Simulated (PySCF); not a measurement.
## Worked example: entropy of an ideal gas

CH2NO, SMILES [NH]C=O (connectivity only; charge and spin as stated), charge -1, multiplicity 1.

Geometry optimised at B3LYP-D3(BJ)/def2-SVPD. The multiplicity is an assumed one; other spin states were not compared. The isomer is the one that the SMILES or the coordinates give; other isomers of the formula were not compared. The values are those of a single conformer.

B3LYP-D3(BJ)/def2-SVPD (PySCF 2.14.0) gives the harmonic wavenumbers 642, 835, 1034, 1183, 1343, 1376, 1632, 2752, 3387 cm⁻¹ and the rotational temperatures 3.9914, 0.5693, 0.4983 K. The molar mass is 44.03 g/mol, the symmetry number 1, the spin multiplicity 1.

Question: Work out the entropy at 298.15 K and 1 atm in the rigid-rotor, harmonic-oscillator model.

Answer: 
Translation (Sackur–Tetrode at 1 atm): S = R[1.5 ln M + 2.5 ln T − 1.16487] = 155.9 J/(mol K).
Rotation: q = (√π/σ) T^1.5/√(θA θB θC) = 8580, S = R[ln q + 3/2] = 87.8 J/(mol K).
Vibration: with u = 1.4388 ν/T, each mode gives R[u/(e^u − 1) − ln(1 − e^−u)]:
| ν (cm⁻¹) | modes | u | S (J/(mol K)) |
|---|---|---|---|
| 642 | 1 | 3.10 | 1.60 |
| 835 | 1 | 4.03 | 0.76 |
| 1034 | 1 | 4.99 | 0.34 |
| 1183 | 1 | 5.71 | 0.19 |
| 1343 | 1 | 6.48 | 0.10 |
| 1376 | 1 | 6.64 | 0.08 |
| 1632 | 1 | 7.88 | 0.03 |
The stiffer modes add less than 0.005 each. Sum 3.1 J/(mol K).
Spin: R ln 1 = 0.0 J/(mol K).
Total 246.8 J/(mol K); the program's own thermochemistry gives 246.8. Translation makes up 63 % and vibration 1 %. Anharmonicity, hindered rotation and orbital degeneracy are left out.
